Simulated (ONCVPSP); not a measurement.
# Configuration tests for nickel (ONCV)

| Item | Value |
| --- | --- |
| Element | nickel |
| Generator | ONCVPSP 4.0.1 |
| Type | optimised norm-conserving Vanderbilt (ONCV) |
| Functional | Wu-Cohen |
| Relativity | scalar-relativistic |
| Frozen core | [Ne] |
| Valence charge | 18 |
| Reference configuration | 3s2 3p6 3d8 4s2 |
| Partial waves | 3s+4s: rc 1.04 bohr, ncon 4, nbas 9, qcut 13 1/bohr, 2 projectors; 3p: rc 0.98 bohr, ncon 3, nbas 6, qcut 13.2 1/bohr, 2 projectors, debl 1.1 Ha; 3d: rc 0.88 bohr, ncon 4, nbas 9, qcut 14.4 1/bohr, local |
| Local potential | the d channel |
| Core correction | Teter function, fcfact 2.5, rcfact 1 |

In the p channel the program set the typed energies aside and used -2.620, 0.250 Ha.

Energies are relative to the spin-unpolarised reference configuration 3s2 3p6 3d8 4s2; without spin polarisation the order of configurations can differ from experiment.

```json
{"valence configuration": "3s2 3p6 3d8 4s1", "charge": "+1", "ΔE all-electron (eV)": "9.357", "error AE − PS (meV)": "-0.3"}
{"valence configuration": "3s2 3p6 3d8 4s0", "charge": "+2", "ΔE all-electron (eV)": "26.607", "error AE − PS (meV)": "+0.2"}
{"valence configuration": "3s2 3p6 3d8.5 4s1.5", "charge": "0", "ΔE all-electron (eV)": "-1.185", "error AE − PS (meV)": "-1.0"}
```

Question: What are ΔE and the potential's error for 3s2 3p6 3d7 4s0?

Answer: ΔE = 64.081 eV all-electron; the error (AE − PS) is -14 meV.

Note: ghosts flagged at negative energy: s at -1539.3 eV; no localised positive-energy state flagged. A true bound ghost makes a file unfit for plane-wave use.
